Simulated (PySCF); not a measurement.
B₂N, SMILES [B][N][B] (connectivity only; charge and spin as stated), neutral, multiplicity 2. Atoms are numbered in the order given.

```xyz
3

B      0.0000     0.0000     1.3108
N      0.0000     0.0000     0.0000
B      0.0000     0.0000    -1.3108
```
Charge 0, spin multiplicity 2.

Coordinates come from a B3LYP-D3(BJ)/def2-TZVP optimisation.

Two levels are set side by side: PBE/pcH-1 (PySCF) and PBE0/pcH-1 (PySCF). Contact hyperfine couplings, same geometry. Differences are taken from unrounded values.

```json
[
 {"quantity": "A(iso) of 11B, atom B1 (MHz)", "PBE": "441.7"},
 {"quantity": "A(iso) of 14N, atom N2 (MHz)", "PBE": "-18.0"},
 {"quantity": "A(iso) of 11B, atom B3 (MHz)", "PBE": "441.7"}
]
```

Problem. These are the PBE values. What does PBE0 give? (Estimate from the structure and the level; the computed values follow.)

Solution. 
| quantity | PBE0 | PBE minus PBE0 |
|---|---|---|
| A(iso) of 11B, atom B1 (MHz) | 447.3 | -5.6 |
| A(iso) of 14N, atom N2 (MHz) | -27.6 | 9.6 |
| A(iso) of 11B, atom B3 (MHz) | 447.3 | -5.6 |

Rough cost on one machine, each run with all the roots and properties that it gave: PBE0 against PBE within a factor of 2.
